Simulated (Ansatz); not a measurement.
Relaxation of F$_{3}$H$_{4}$OPTi (10 atoms, charge 0, multiplicity 1), to a largest force component of 0.03 eV/Å in at most 50 steps.

All numbers below come from RKS B3LYP-D4/def2-SVP (Ansatz).

```xyz
10
Properties=species:S:1:pos:R:3
Ti 0.398 -0.341 -0.469
O -0.634 -0.301 2.461
H -1.164 -1.099 2.597
F 1.135 -0.569 -2.024
F 0.605 1.325 -0.024
F -1.231 -0.953 -0.528
P 1.704 -1.726 1.044
H 0.770 -2.788 0.807
H 2.626 -2.182 0.051
H 0.239 -0.526 2.859
```

Problem. Where does it end, and by what steps?

Solution. It converged. After 8 steps the energy has fallen by 0.405 eV; O2 moved furthest, 0.50 Å. Joined: Ti1–O2 (3.11 → 2.26 Å).

```tsv
step	energy less start (eV)	largest force component (eV/Å)	accepted
0	0.0000	0.786	yes
1	-0.0660	1.092	yes
2	-0.2424	1.325	yes
3	-0.3607	0.455	yes
4	-0.3884	0.146	yes
5	-0.3968	0.157	yes
6	-0.4024	0.144	yes
7	-0.4043	0.039	yes
8	-0.4046	0.029	yes
```

```xyz
10
Properties=species:S:1:pos:R:3
Ti 0.307 -0.339 -0.123
O -0.494 -0.332 1.985
H -1.199 -0.975 2.149
F 0.968 -0.531 -1.723
F 0.639 1.343 0.211
F -1.319 -0.993 -0.328
P 1.926 -1.845 1.033
H 0.935 -2.881 0.967
H 2.593 -2.275 -0.152
H 0.093 -0.331 2.754
```

Whether the end is a true minimum wasn't checked by a vibrational analysis.

Run time: 32 s on 4 threads of Arm Neoverse V1, on a shared host, peak memory 0.35 GiB.
